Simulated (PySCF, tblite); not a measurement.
Calculations on `[SiH3]N1[SiH2][AsH][SiH2]1`, in the order of a workflow; each names the level of the geometry that it ran on. Settings lines and outputs come from a driver script.

AsH8NSi3.
Bonds: Si1–N2, N2–Si3, Si3–As4, As4–Si5, N2–Si5. Hydrogens: H6, H7, H8 on Si1; H9, H10 on Si3; H11 on As4; H12, H13 on Si5.

Step 1: GFN2-xTB geometry optimisation, gas phase (tblite 0.8.0) (from a force-field or distance-geometry start)
```json
{"job": {"kind": "relax", "xc": "GFN2-xTB", "basis": "xTB"}, "charge": 0, "multiplicity": 1}
```
```
step      E/eV     max force
  0    -397.29362    1.769
  1    -397.36178    1.337
  2    -397.44703    0.672
...
 67    -398.00784    0.021
 68    -398.00790    0.019
 69    -398.00795    0.016
 70    -398.00796    0.010
 71    -398.00797    0.005
```

Energy lowered by 16.5 kcal/mol over 71 steps; largest atomic force 0.005 eV/Å at the end. «max force» is the largest atomic force in eV/Å.

On one thread, Arm Neoverse N1 (aarch64), shared host with 64 logical CPUs at a one-minute load of 70, this took 0.93 s.

Step 2: GFN2-xTB harmonic vibrations, gas phase (tblite 0.8.0) (on the GFN2-xTB geometry)
```json
{"job": {"kind": "ir", "xc": "GFN2-xTB", "basis": "xTB"}, "charge": 0, "multiplicity": 1}
```
```
(table of modes left out)
```

33 modes from 25 to 2258 cm⁻¹ (unscaled, harmonic); zero-point energy 43.5 kcal/mol; all wavenumbers are real at this level.

Time: 0.82 s wall. Hardware: one thread of an Arm Neoverse N1, no GPU, shared host.

Step 3: TDDFT CAM-B3LYP/def2-SVPD, vertical, gas phase, core orbitals frozen in the response (PySCF 2.14.0, density-fitted response routines) (on the GFN2-xTB geometry)
```json
{"job": {"kind": "uv", "xc": "CAM-B3LYP", "basis": "def2-SVPD", "nstates": 8, "ntriplets": 3}, "charge": 0, "multiplicity": 1}
```
```
...
Static polarisability (au): isotropic 114.372, principal 93.973 116.913 132.231
Singlet excitations
state   eV       nm        f      main configurations
  1   5.2724    235.2   0.02163   H->L 0.92
  2   5.4645    226.9   0.00288   H-1->L 0.95
  3   5.9647    207.9   0.00006   H->L+2 0.52, H-2->L 0.40
  4   5.9867    207.1   0.02265   H->L+1 0.89
  5   6.3707    194.6   0.17531   H-2->L 0.48, H->L+2 0.39
  6   6.4993    190.8   0.01395   H-1->L+2 0.88
  7   6.5618    188.9   0.01291   H-1->L+1 0.92
  8   6.8991    179.7   0.01297   H-2->L+1 0.90
Triplet excitations (Tamm-Dancoff, eV): 4.8411 5.2167 5.2350
```

HOMO -8.50 eV, LUMO -0.10 eV; lowest singlet 5.27 eV; lowest triplet 4.84 eV (Tamm–Dancoff); mean polarisability 114.4 au.

On an Arm Neoverse N1 with one thread, shared host with 64 logical CPUs at a one-minute load of 52, this took 73 s of wall time (grids of density and orbitals included) and 0.90 GiB of memory at its peak.

Geometry of the electronic-property runs (GFN2-xTB):
```
atom  x, y, z in Å
Si1   -1.8071   -0.1561   -0.7762
N2    -0.2808    0.0156    0.0186
Si3    0.6367   -1.2405    0.8282
As4    2.3055    0.3117    1.3782
Si5    0.7316    1.4464    0.0626
H6    -1.5979   -0.5635   -2.1705
H7    -2.4667    1.1477   -0.7146
H8    -2.5517   -1.1830   -0.0484
H9    -0.1624   -1.7904    1.9330
H10    0.9403   -2.3302   -0.1113
H11    3.1655   -0.0581    0.1894
H12    1.0907    1.8534   -1.3039
H13   -0.0081    2.5474    0.6970
```

 (This holds for the electronic-property runs.)
